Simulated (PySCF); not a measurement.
Gas-phase equilibrium of 1 mol H₂S, 0.51 mol SO₂ at 1000 K and 1.00 bar, among 21 species (S₂O, SO₂, O₂, O, S₂, S₆, HO₂, H₂S₂, H₂O, H, H₂O₂, H₂S, O₃, SO, SH, H₂, S₈, S, SO₃, H₂SO₄, OH). Only gases are allowed; each row takes one source of thermochemistry for all species, and Cantera finds the minimum.

Computed with PySCF and rigid-rotor harmonic-oscillator thermochemistry at 1 bar. † marks an energy on the PBE0/def2-TZVP geometry and frequencies; other levels use their own. CCSD(T) freezes the core. Open shells (unrestricted) among the columns below: S₂ (multiplicity 3), SO (multiplicity 3); the rest are closed-shell singlets. B3LYP is the form with VWN-RPA correlation. No R ln 2 is added for the mirror-image form of H₂S₂. CCSD(T) isn't extrapolated to the basis-set limit. The harmonic model lacks anharmonicity and excited electronic states, which grow with temperature; levels with a mode under 35 cm⁻¹ are left out. Internal rotation in H₂S₂ is treated as a harmonic vibration of one conformer, which makes the entropy rough. Warning, large T1 diagnostic: S₂O, SO₂ (CCSD(T)/def2-SVP†).

Molecules larger than those listed are left out.

Mole fractions:

| thermochemistry | x H₂O | x S₂ | x H₂S | x SO₂ | x H₂ | x S₂O | x H₂S₂ | x SO |
|---|---|---|---|---|---|---|---|---|
| B3LYP/def2-TZVP† | 0.45 | 0.34 | 0.13 | 0.074 | 0.0058 | 0.00079 | 0.00016 | 0.00017 |
| CCSD(T)/def2-SVP† | 0.56 | 0.42 | 0.015 | 0.013 | 6.7e-5 | 4.9e-5 | 4.0e-6 | 0.00094 |
| M06-2X/def2-TZVP† | 0.48 | 0.36 | 0.097 | 0.055 | 0.0023 | 0.00063 | 0.00063 | 4.8e-5 |
| PBE/def2-SVP | 0.50 | 0.37 | 0.077 | 0.044 | 0.0014 | 0.0022 | 0.00011 | 0.00031 |
| r2SCAN/def2-TZVP† | 0.43 | 0.32 | 0.15 | 0.086 | 0.011 | 0.0019 | 0.00026 | 0.00011 |
| ωB97X-V/def2-TZVP† | 0.31 | 0.23 | 0.30 | 0.16 | 0.0027 | 0.00053 | 0.0019 | 9.1e-5 |
The most sensitive of these is H₂S₂: it spans a factor of 10^2.7 over these rows; at this temperature one factor of ten is RT ln 10 = 19 kJ/mol.
